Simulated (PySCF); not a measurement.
C4H9NSi2.
SMILES with atom numbers: `[N:1]#[C:2][C@@H:3]1[CH2:4][Si@@H:5]1[CH2:6][SiH3:7]` (hydrogens: H8 on C3; H9, H10 on C4; H11 on Si5; H12, H13 on C6; H14, H15, H16 on Si7)

The same species was optimised twice, with GFN2-xTB and with PBE0-D3(BJ)/def2-SVP (PySCF), and the same property calculations (PySCF, gas phase) were run on both structures.

```tsv
coordinate	GFN2-xTB	PBE0-D3(BJ)/def2-SVP	change
C4–Si5 (Å)	1.879	1.851	-0.028
C2–C3 (Å)	1.404	1.431	+0.027
C3–Si5 (Å)	1.915	1.888	-0.027
Si5–C6 (Å)	1.884	1.859	-0.025
C6–Si7 (Å)	1.911	1.892	-0.019
N1≡C2 (Å)	1.149	1.161	+0.012
C3–C4 (Å)	1.548	1.555	+0.007
C4–Si5–C6 (°)	119.7	121.3	+1.6
Si5–C6–Si7 (°)	114.8	113.6	-1.2
C3–Si5–C4 (°)	48.2	49.1	+0.9
C3–Si5–C6 (°)	117.2	116.5	-0.7
C2–C3–C4 (°)	116.9	117.6	+0.7
C2–C3–Si5 (°)	118.2	117.6	-0.6
C4–C3–Si5 (°)	64.7	64.2	-0.5
C3–C4–Si5 (°)	67.1	66.7	-0.4
C4–Si5–C6–Si7 (°)	-134	-136	-2
```

Rotational constants: A = 2380, B = 1257, C = 914.4 MHz (GFN2-xTB) against A = 2365, B = 1295, C = 934.2 MHz (PBE0-D3(BJ)/def2-SVP). Point groups within 0.08 Å: C1 and C1.

On the GFN2-xTB structure: lowest singlet, TDDFT (eV) 6.03 [PBE0/def2-SVPD]; lowest triplet, Tamm–Dancoff (eV) 4.83 [PBE0/def2-SVPD]; isotropic polarisability (au) 103.2 [PBE0/def2-SVPD]; HOMO (eV) -7.26 [PBE0/def2-SVPD]; LUMO (eV) -0.39 [PBE0/def2-SVPD]; dipole (D) 4.51 [PBE0/def2-SVPD]; HOMO (eV) -7.28 [PBE0/pcSseg-1]; LUMO (eV) -0.29 [PBE0/pcSseg-1]; dipole (D) 4.46 [PBE0/pcSseg-1]; GIAO shielding of N1 (ppm) -21.4 [PBE0/pcSseg-1]; GIAO shielding of C2 (ppm) 59.6 [PBE0/pcSseg-1]; GIAO shielding of C3 (ppm) 193.9 [PBE0/pcSseg-1]; GIAO shielding of C4 (ppm) 180.1 [PBE0/pcSseg-1]; GIAO shielding of Si5 (ppm) 455.7 [PBE0/pcSseg-1]; GIAO shielding of C6 (ppm) 201.8 [PBE0/pcSseg-1]; GIAO shielding of Si7 (ppm) 424.7 [PBE0/pcSseg-1].

**Question.** What do these properties become on the PBE0-D3(BJ)/def2-SVP structure?

**Answer.** 
```csv
property,level,on GFN2-xTB,on PBE0-D3(BJ)/def2-SVP,change
"lowest singlet, TDDFT (eV)",PBE0/def2-SVPD,6.03,6.05,+0.02
"lowest triplet, Tamm–Dancoff (eV)",PBE0/def2-SVPD,4.83,4.97,+0.14
isotropic polarisability (au),PBE0/def2-SVPD,103.2,103.9,+0.7
HOMO (eV),PBE0/def2-SVPD,-7.26,-7.34,-0.08
LUMO (eV),PBE0/def2-SVPD,-0.39,-0.37,+0.02
dipole (D),PBE0/def2-SVPD,4.51,4.50,-0.01
"energy, GFN2-xTB geometry as zero (kcal/mol)",PBE0/def2-SVPD,0.0,-2.4,-2.4
HOMO (eV),PBE0/pcSseg-1,-7.28,-7.37,-0.09
LUMO (eV),PBE0/pcSseg-1,-0.29,-0.27,+0.02
dipole (D),PBE0/pcSseg-1,4.46,4.46,0.00
"energy, GFN2-xTB geometry as zero (kcal/mol)",PBE0/pcSseg-1,0.0,-1.9,-1.9
GIAO shielding of N1 (ppm),PBE0/pcSseg-1,-21.4,-29.4,-8.0
GIAO shielding of C2 (ppm),PBE0/pcSseg-1,59.6,57.6,-2.0
GIAO shielding of C3 (ppm),PBE0/pcSseg-1,193.9,191.5,-2.4
GIAO shielding of C4 (ppm),PBE0/pcSseg-1,180.1,180.2,+0.1
GIAO shielding of Si5 (ppm),PBE0/pcSseg-1,455.7,449.1,-6.6
GIAO shielding of C6 (ppm),PBE0/pcSseg-1,201.8,201.1,-0.7
GIAO shielding of Si7 (ppm),PBE0/pcSseg-1,424.7,421.5,-3.2
```

The heavy atoms differ by 0.046 Å rms after alignment. Among bonds between heavy atoms C2–C3, C3–Si5 and C4–Si5 change most and about equally (-0.028 to +0.027 Å). Changes are differences of the printed values. Neither structure is proved a minimum here.

Shape of the structure used: `[N:1]#[C:2][C@@H:3]1[CH2:4][Si@@H:5]1[CH2:6][SiH3:7]`: C4–Si5–C6–Si7 -136°.
